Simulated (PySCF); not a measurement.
# Which method gave which barrier?

Saddle point of SiH4BrOF, singlet (SiH₃BrO ([OH][SiH2][Br]) + HF → SiH₃OF ([OH][SiH2][F]) + HBr; bonds formed: Si1–F7, Br2–H6; bonds broken: Si1–Br2, H6–F7), PBE0-D4/def2-TZVP structure:

Si1  (-0.392, -0.362, -0.125)
Br2  (2.061, -1.258, -0.333)
H3  (-0.628, -1.161, -1.336)
H4  (-0.571, -1.001, 1.187)
O5  (-1.470, 0.836, -0.413)
H6  (1.674, 0.369, 0.331)
F7  (0.850, 1.003, 0.492)
H8  (-1.525, 1.574, 0.197)
(Å)

Program: PySCF 2.14 with density fitting (its default auxiliary sets; JK sets also for MP2 and CCSD(T)). Basis: def2-TZVPP, with def2-QZVPP for the basis limit. Cores are frozen in the correlated methods. Filled d shells of the heavier atoms are correlated. The def2 sets are not built for correlating such inner shells, so the correlated values are less sure here. Extrapolation: Hartree–Fock as exp(−7.88 √X), correlation as X^−2.97. Four methods, as single points on the PBE0-D4 structures, gave these electronic barriers from the start structure: 0.788, 1.090, 1.368, 1.712 eV.

(1) The methods were, in alphabetical order, BHLYP-D4, HF, r2SCAN-D4, SPW92. Which gave which? (Judge from chemistry; the calculation decides.)

The T1 diagnostic stays at or below 0.011.

Results:

(1) By the calculation: SPW92 0.788; r2SCAN-D4 1.090; BHLYP-D4 1.368; HF 1.712 eV. For comparison, CCSD(T) at an estimated basis limit (MP2 extrapolated from triple and quadruple zeta, plus CCSD(T) − MP2 in triple zeta) gives 1.289 eV.

Labels in which every atom is bracketed show which atoms are joined, not bond orders.

For scale, one of the runs: CCSD(T)/def2-TZVPP, 208 basis functions, launched by `OMP_NUM_THREADS=4 python run.py`. The run took 14 min on 4 CPU threads of an Arm Neoverse V2 (shared host), with 3.8 GiB of host memory at its peak.
